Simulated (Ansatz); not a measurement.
The cluster LiB7⁻. The state is a doublet with charge -1. Geometry B3LYP-D4/def2-SVPD.

| atom | x (Å) | y (Å) | z (Å) |
| --- | --- | --- | --- |
| Li1 | -0.111 | 1.479 | 0.034 |
| B2 | 2.303 | 0.119 | -0.215 |
| B3 | -1.978 | -0.224 | 1.180 |
| B4 | 1.173 | -0.059 | -1.226 |
| B5 | -1.645 | -0.286 | -0.308 |
| B6 | -0.450 | -0.426 | 1.170 |
| B7 | 1.105 | -0.300 | 0.660 |
| B8 | -0.397 | -0.302 | -1.296 |

B3LYP takes the VWN-RPA correlation. At PBE-D4/def2-TZVPD, r2SCAN-D4/def2-TZVPD, B3LYP-D4/def2-TZVPD, PBE0-D4/def2-TZVPD and others the charge -1 doublet is spin-contaminated (final ⟨S²⟩ up to 1.40, 0.75 for a pure state). Another isomer (doublet) lies 1.61 eV lower at PBE0-D4/def2-TZVPD; other spin states weren't run for this one.

Estimate the α-spin orbital energies around the gap (eV) in Ansatz with PBE-D4/def2-TZVPD, r2SCAN-D4/def2-TZVPD, B3LYP-D4/def2-TZVPD, PBE0-D4/def2-TZVPD, ωB97X-V/def2-TZVPD.


```tsv
orbital	PBE-D4/def2-TZVPD	r2SCAN-D4/def2-TZVPD	B3LYP-D4/def2-TZVPD	PBE0-D4/def2-TZVPD	ωB97X-V/def2-TZVPD
HOMO−9	-6.96	-7.56	-8.38	-8.77	-11.63
HOMO−8	-5.69	-6.15	-6.96	-7.29	-9.97
HOMO−7	-4.43	-4.79	-5.64	-5.89	-8.49
HOMO−6	-2.89	-3.17	-3.70	-4.06	-6.55
HOMO−5	-2.36	-2.62	-3.25	-3.51	-5.87
HOMO−4	-2.26	-2.43	-3.08	-3.33	-5.61
HOMO−3	-1.75	-1.92	-2.68	-2.87	-5.16
HOMO−2	-1.10	-1.20	-1.62	-1.88	-3.78
HOMO−1	-0.83	-1.10	-1.44	-1.72	-3.56
HOMO	-0.14	-0.31	-0.72	-0.96	-2.89
LUMO	0.63	1.17	1.22	1.52	2.85
LUMO+1	1.74	2.12	2.01	2.12	3.07
LUMO+2	2.48	2.85	2.80	2.92	3.70
LUMO+3	2.51	2.90	2.98	3.12	3.82
LUMO+4	2.70	3.05	3.08	3.29	4.33
LUMO+5	2.84	3.28	3.20	3.35	4.48
β HOMO	-0.82	-1.07	-1.43	-1.70	-3.56
β LUMO	0.63	0.98	1.23	1.47	2.88
```
